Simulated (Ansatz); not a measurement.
SnBi₂⁺. The state is a doublet with charge 1. Geometry PBE0-D4/def2-SVP, that of the neutral singlet; atoms count from 1.

```
atom   x (Å)   y (Å)   z (Å)
 Bi1   0.068  -0.283   1.620
 Bi2   1.353  -0.246  -0.906
 Sn3  -1.421   0.529  -0.715
```

In the def2 sets Bi, Sn take a core potential; there is no spin–orbit coupling. The structure comes from a short search, and lower isomers may exist.

Problem. Estimate the Mulliken populations from the PBE0/def2-TZVP orbitals of Ansatz.

Solution. 
| atom | charge (e) | spin (α − β) |
| --- | --- | --- |
| Bi1 | 0.29 | 0.27 |
| Bi2 | 0.29 | 0.27 |
| Sn3 | 0.43 | 0.45 |
Mulliken values and Mayer orders depend strongly on the basis.

Problem. Where does the spin sit?

Solution. Summed by element: Bi 0.55, Sn 0.45, of 1 unpaired in all. Largest on single atoms: Sn3 0.45, Bi1 0.27, Bi2 0.27.

Problem. And the Mayer bond orders between bonded heavy atoms (over 0.3)?

Solution. Bi1–Bi2 1.84 (2.83 Å); Bi1–Sn3 1.03 (2.89 Å); Bi2–Sn3 1.03 (2.89 Å).
